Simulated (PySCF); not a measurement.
**Question.** What does the PBE0-D3(BJ)/def2-SVP structure of InChI=1S/C3H5FSeSi/c4-3-5-1-2-6-3/h1-3H,6H2/t3-/m1/s1 look like in three dimensions?

**Answer.** 
```xyz
11
C3H5FSeSi angstrom
F      1.100   -1.331   -1.680
C      1.184   -0.799   -0.415
Si     0.469    0.984   -0.391
C     -1.207    0.641    0.333
C     -1.321   -0.580    0.879
Se     0.105   -1.836    0.846
H      2.228   -0.878   -0.071
H      1.304    1.855    0.493
H      0.467    1.540   -1.775
H     -2.054    1.332    0.377
H     -2.221   -0.938    1.393
```

Any rigid rotation of these coordinates is as good. Atoms count from 1 in this order. Si3 (SiH2 silicon) is distorted tetrahedral (angles from 99.7° to 115.4°). The 2 C–Si bonds span 1.858 Å (Si3–C4, drawn single) to 1.921 Å (C2–Si3, drawn single), a spread of 0.063 Å. The 5-membered ring C2–Si3–C4–C5–Se6 has internal angles of 94.3° to 122.0° (sum 536°, against 540° for a flat polygon); it is puckered, 0.11 Å rms from its mean plane, widest ring torsion 19°. The C–Se distances run from 1.901 Å (C5–Se6, drawn single) to 1.958 Å (C2–Se6, drawn single), a spread of 0.057 Å.

Bonds between heavy atoms (Å): F1–C2 1.375, C2–Si3 1.921, Si3–C4 1.858, C4=C5 1.342, C5–Se6 1.901, C2–Se6 1.958.

Method: PBE0-D3(BJ)/def2-SVP geometry optimisation, gas phase (PySCF).

Point group: C1 (no symmetry element, even within 0.4 Å). Not checked by PBE0-D3(BJ)/def2-SVP frequencies. The numbers are those of one conformer (F1–C2–Si3–C4 101°, C2–Si3–C4–C5 14°, C4–C5–Se6–C2 -11°, F1–C2–Se6–C5 -102°).
